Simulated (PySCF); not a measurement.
CHS, SMILES [C]S (connectivity only; charge and spin as stated), neutral, multiplicity 2. Atoms are numbered in the order given.

```xyz
3

S     -0.0960    -0.4070     0.0000
C      0.0549     1.2277     0.0000
H      1.2063    -0.8537     0.0000
```
Charge 0, spin multiplicity 2.

Geometry: B3LYP-D3(BJ)/def2-TZVPD.

Computed with SMD-M06-2X/6-31G* (PySCF).

Solvation free energies are E(SMD) − E(gas) at the gas-phase geometry, for 1 M in both phases. In vacuum the dipole moment is 2.40 D.

Rank water, ethylethanoate, dimethylsulfoxide by solvation free energy, most negative first.

ethylethanoate (-0.1 kcal/mol), dimethylsulfoxide (0.4 kcal/mol), water (1.1 kcal/mol)
